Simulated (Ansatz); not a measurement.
Stepwise reaction of `[NH]=[Ta]([NH2])([F])[F]` with ammonia, as a gas-phase model of exchange steps in deposition or etching. ΔE in kJ/mol; ΔG adds harmonic PBE0-D4 terms to CCSD(T)/CBS, at 1 bar.

Isolated molecules relaxed with PBE0-D4/def2-TZVP in Ansatz; ΔE leaves out vibrations. CBS: MP2 limit from def2 TZ/QZ plus the TZ coupled-cluster correction, frozen cores. This one scheme is used for every species. DFT in def2-TZVPP. B3LYP here is the variant with VWN-RPA as its local correlation; programs differ in this. Elements past krypton have def2 core potentials. For Ta outer-core shells are correlated without core-valence functions, which leaves a few kJ/mol of doubt a bond. One conformer a species, not always the lowest.

```
step                                                                   reaction  PBE-D4  B3LYP-D4  ωB97M-V  CCSD(T)/CBS  ΔG(400 K)
   1      `[NH]=[Ta]([NH2])([F])[F]` + NH₃ → `[NH]=[Ta]([NH2])([NH2])[F]` + H–F    90.6      91.9     92.3         80.1       77.4
   2  `[NH]=[Ta]([NH2])([NH2])[F]` + NH₃ → `[NH]=[Ta]([NH2])([NH2])[NH2]` + H–F   107.0     108.5    107.9         96.2       93.5
```

Question: By hand: ΔE of the 2 steps together at CCSD(T)/CBS.

Answer: (80.1) + (96.2) = 176.3 kJ/mol, or 88.2 kJ/mol a step.

In ΔE each step is higher than the one before. All are uphill at CCSD(T)/CBS. ΔG lies between 77.4 and 93.5 kJ/mol a step. PBE-D4 differs from CCSD(T)/CBS by 10.5 to 10.8 kJ/mol a step. Isolated molecules leave out the surface, adducts and barriers. Largest T1 diagnostic: 0.018.
